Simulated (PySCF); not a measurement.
**Excitation energy of In+ by level of theory**

In+ [Kr] 4d10 5s2 (1S) → In+ [Kr] 4d10 5s1 5p1 (3P), as a difference of total energies. Computed with PySCF 2.14 in x2c-QZVPPall (13s9p7d4f1g, 112 functions), with the spin-free X2C one-electron Hamiltonian (Gaussian nucleus). Correlated levels: valence: [Kr] 4d10 frozen. The calculations carry no spin-orbit coupling.

Task: Order these methods by the excitation energy they give, lowest first.
A. MP2 (valence)
B. SCS-MP2 (valence)
C. CCSD (valence)
D. UHF

Result: D (32936 cm⁻¹), A (37763 cm⁻¹), B (39147 cm⁻¹), C (39403 cm⁻¹).

Errors of the correlated levels include the incompleteness of this basis and the frozen core.

The basis was made for the ground configuration and has no added diffuse functions, so the excitation energy can come out too high.

With two correlated electrons CCSD is exact in that space.

For comparison: 44609 cm⁻¹ (measured; NIST levels, between the centres of gravity of the two terms).
